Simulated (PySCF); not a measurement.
## [HgF3(H2O)]− at several levels of theory

Computed with PySCF 2.14.0 (density fitting, no spin-orbit coupling) at the geometry relaxed with PBE0:

```xyz
7
[HgF3(H2O)]− (singlet)
Hg   -0.2766   -0.4188    0.4188
F     0.3619    1.6119    0.5141
F    -0.9633   -1.7589    1.7589
F     0.3619   -0.5141   -1.6119
O    -1.2711    1.5429   -1.5429
H    -0.6885    1.8753   -0.8257
H    -0.6885    0.8257   -1.8753
```

| level | basis | state | HOMO (eV) | gap (eV) | charge on Hg1 (e) | dipole about the centre of mass (D) | largest force component (eV/Å) |
| --- | --- | --- | --- | --- | --- | --- | --- |
| PBE0 | Hg def2-SVP with ECP60, F def2-SVP, O def2-SVP, H def2-SVP | singlet | -3.20 | 5.86 | 0.69 | 3.58 | 0.07 |
| PBE0 | Hg def2-TZVP with ECP60, F def2-TZVP, O def2-TZVP, H def2-TZVP | singlet | -3.81 | 5.95 | 0.94 | 3.70 | 0.24 |

Charges are Mulliken's, which hang on the basis. The relaxation used the grid (50, 194), these runs (75, 302) or, all-electron (x2c bases, spin-free X2C Hamiltonian), (99, 590).

A further run in the first row's basis gives HOMO (eV) -7.99, gap (eV) 13.95, charge on Hg1 (e) 1.13, dipole about the centre of mass (D) 3.91, largest force component (eV/Å) 1.42. Which level was it?
A. BP86
B. HF

B. The others give HOMO -1.43 eV (BP86).

In the first row's basis the gap widens with exact exchange: 3.2 eV for BP86 (none); 5.9 eV for PBE0 (a fixed share); 13.9 eV for Hartree–Fock (rising or full at long range).
